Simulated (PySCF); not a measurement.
O₃S, SMILES O=S(=O)=O. Atoms are numbered in the order given.

```xyz
4

O      1.4266     0.0000     0.0000
S      0.0000     0.0000     0.0000
O     -0.7133    -1.2355     0.0000
O     -0.7133     1.2355     0.0000
```

Coordinates come from a B3LYP-D3(BJ)/def2-TZVP optimisation.

Computed with B3LYP-D3(BJ)/def2-TZVP (PySCF).

Frequencies are harmonic and unscaled.

Modes within 1.5 cm⁻¹ of each other (mostly degenerate sets) share a row, with their intensities summed.

Computed normal modes with their intensities:
```tsv
mode	ν (cm⁻¹)	IR (km/mol)	moving atoms (share of kinetic energy)
1	493	34.6	S 60 %, O 40 %
2–3	524	55.8	O 85 %, S 15 %
4	1073	0.0	O 100 %
5–6	1400	400.4	O 55 %, S 45 %
```
